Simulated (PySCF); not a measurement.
Two-dimensional NMR puzzle

Compound of formula C$_{14}$H$_{12}$. Correlations simulated from computed shifts and couplings:

HSQC (one-bond C–H):
```
  δH     δC  ¹J(C,H) (Hz)
7.29  131.7           164
7.11  133.6           166
6.99  132.8           168
6.79  132.2           156
```

COSY cross peaks (|J| ≥ 2 Hz):
```
  δH    δH  abs. J (Hz)  bonds
7.29  7.11          8.8      3
7.11  6.99          8.2      3
```

HMBC (two and three bonds, |J| ≥ 2.5 Hz):
```
  δH                      δC [abs. J in Hz]
7.29  132.8 [8.2], 132.2 [5.4], 131.7 [6.9]
7.11               142.1 [7.8], 133.6 [8.3]
6.99                            131.7 [8.2]
6.79               142.1 [6.4], 131.7 [6.0]
```

Carbons without hydrogens: δ 142.1.

Isolated molecule, single conformer, non-relativistic Hamiltonian, one averaged value for each set of equivalent atoms. B3LYP/pcJ-1 coupling constants (without the spin–dipole term); σ from GIAO-WP04/pcSseg-1; geometry: PBE0-D3(BJ)/def2-SVP; PySCF.

References, each an isolated molecule treated in the same way: ¹H (σ = 31.56 ppm), ¹³C (σ = 172.44 ppm) against TMS.

Exchangeable hydrogens are left out of these lists, and C,H couplings along chains are those of one rotamer, so weak HMBC peaks may be missing or extra.

Q: Work out the connectivity.

A: SMILES C(=C\c1ccccc1)/c1ccccc1.

Structure with atom numbers: `[CH:1](=[CH:2]\[c:3]1[cH:4][cH:5][cH:6][cH:7][cH:8]1)/[c:9]1[cH:10][cH:11][cH:12][cH:13][cH:14]1` (H(Xn): hydrogen on atom n).

- δC 142.1 is C3/C9, a substituted aromatic carbon.
- δC 133.6 is C5/C7/C11/C13, an aromatic CH (δH 7.11).
- δC 132.8 is C6/C12, an aromatic CH (δH 6.99).
- δC 132.2 is C1/C2, an alkene CH (δH 6.79).
- δC 131.7 is C4/C8/C10/C14, an aromatic CH (δH 7.29).
- HMBC from δH 7.11 reaches the proton-free carbon C3/C9.
- HMBC from δH 6.79 reaches the proton-free carbon C3/C9.
- COSY links 7.29–7.11, 7.11–6.99.

The data come from this structure; uniqueness wasn't tested.

Unscaled 3J(H,H) at this level run about 10 % above measured values. Shifts are as computed. Against solution values, carbons near 30 ppm lie about +3 ppm off and those near 130 ppm about +5 ppm (rms about the fit 1.9 ppm; single classes can miss by 10 ppm). Of 1328 compounds with measured shifts, 309 miss one by over three times the rms of a fit or turn the order of signals round; such compounds aren't used in these exercises. Signals without a measured value on file couldn't be tested in this way.
